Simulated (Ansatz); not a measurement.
NbF₄⁺. Charge 1, multiplicity 3. Geometry PBE0-D4/def2-SVP, that of the neutral doublet; atoms count from 1.

```xyz
5

Nb    0.0000    0.0000    0.0000
F    -1.5122    0.9737    0.4586
F     1.1889    1.3957   -0.2890
F     0.3969   -1.0530   -1.4760
F    -0.0736   -1.3164    1.3064
```

In the def2 sets Nb takes a core potential; there is no spin–orbit coupling. At PBE0-D4/def2-TZVP a singlet of charge 1 lies 6.44 eV below the triplet, each at its own geometry.

(1) Estimate the Mulliken populations from the PBE0/def2-TZVP orbitals of Ansatz.

(2) Where does the spin sit?

(3) And the Mayer bond orders between heavy atoms (over 0.3)?

Answers

(1) 
```tsv
atom	charge (e)	spin (α − β)	d electrons
Nb1	1.85	0.82	2.61
F2	-0.21	0.29	–
F3	-0.21	0.29	–
F4	-0.21	0.29	–
F5	-0.21	0.29	–
```
Mulliken values depend strongly on the basis.

(2) Summed by element: Nb 0.82, F 1.18, of 2 unpaired in all. Largest on single atoms: Nb1 0.82, F2 0.29, F5 0.29.

(3) Nb1–F2 0.87 (1.86 Å); Nb1–F3 0.87 (1.86 Å); Nb1–F4 0.87 (1.86 Å); Nb1–F5 0.87 (1.86 Å).
